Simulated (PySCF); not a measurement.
Isomers of C5H9NO2Si, mass 143.040 u with the commonest isotopes. Method used: PBE0/pcSseg-1 in PySCF (dipole) on a GFN2-xTB geometry, gas phase. One conformer each, none proved a minimum here; rigid rotors.

Problem. Order these by out-of-plane moment Σ m c² = (Ia + Ib − Ic)/2, smallest first.
A. `[CH3:1][O:2][Si@@H:3]([OH:4])[C@H:5]1[CH2:6][C@@H:7]1[C:8]#[N:9]` with C1–O2–Si3–O4 -176°, O2–Si3–O4–H -37°, O2–Si3–C5–C6 -151°
B. `[CH2:1]=[CH:2][O:3][SiH2:4][CH2:5][C:6](=[O:7])[N:8]=[CH2:9]` with C1–C2–O3–Si4 0°, C2–O3–Si4–C5 180°, O3–Si4–C5–C6 176°, Si4–C5–C6–O7 80°, C5–C6–N8–C9 -110°
C. `[CH:1]#[C:2][C@H:3]([CH3:4])[NH:5][C:6](=[O:7])[SiH2:8][OH:9]` with C2–C3–N5–C6 -122°, C3–N5–C6–O7 0°, N5–C6–Si8–O9 180°, C6–Si8–O9–H 0°

Solution. B (45.01 u·Å²), A (47.89 u·Å²), C (64.95 u·Å²).

Problem. Order these by radius of gyration √(Σ m r²/M), largest first.
A. `[CH2:1]=[CH:2][O:3][SiH2:4][CH2:5][C:6](=[O:7])[N:8]=[CH2:9]` with C1–C2–O3–Si4 0°, C2–O3–Si4–C5 180°, O3–Si4–C5–C6 176°, Si4–C5–C6–O7 80°, C5–C6–N8–C9 -110°
B. `[CH:1]#[C:2][C@H:3]([CH3:4])[NH:5][C:6](=[O:7])[SiH2:8][OH:9]` with C2–C3–N5–C6 -122°, C3–N5–C6–O7 0°, N5–C6–Si8–O9 180°, C6–Si8–O9–H 0°
C. `[CH3:1][O:2][Si@@H:3]([OH:4])[C@H:5]1[CH2:6][C@@H:7]1[C:8]#[N:9]` with C1–O2–Si3–O4 -176°, O2–Si3–O4–H -37°, O2–Si3–C5–C6 -151°

Solution. A (2.619 Å), B (2.537 Å), C (2.340 Å).

Problem. Order these by rotational constant B, largest first.
A. `[CH:1]#[C:2][C@H:3]([CH3:4])[NH:5][C:6](=[O:7])[SiH2:8][OH:9]` with C2–C3–N5–C6 -122°, C3–N5–C6–O7 0°, N5–C6–Si8–O9 180°, C6–Si8–O9–H 0°
B. `[CH2:1]=[CH:2][O:3][SiH2:4][CH2:5][C:6](=[O:7])[N:8]=[CH2:9]` with C1–C2–O3–Si4 0°, C2–O3–Si4–C5 180°, O3–Si4–C5–C6 176°, Si4–C5–C6–O7 80°, C5–C6–N8–C9 -110°
C. `[CH3:1][O:2][Si@@H:3]([OH:4])[C@H:5]1[CH2:6][C@@H:7]1[C:8]#[N:9]` with C1–O2–Si3–O4 -176°, O2–Si3–O4–H -37°, O2–Si3–C5–C6 -151°

Solution. C (859.2 MHz), A (619.7 MHz), B (563.2 MHz).

```csv
SMILES,point group,Ia (u·Å²),Ib (u·Å²),Ic (u·Å²),κ,μa (D),μb (D),μc (D)
CO[Si@@H](O)[C@H]1C[C@@H]1C#N,C1,242.73,588.22,735.18,-0.75,4.32,1.31,0.82
C#C[C@H](C)NC(=O)[SiH2]O,C1,169.76,815.51,855.37,-0.98,2.50,0.33,2.27
C=CO[SiH2]CC(=O)N=C,C1,128.53,897.29,935.81,-0.99,0.20,2.95,1.24
```
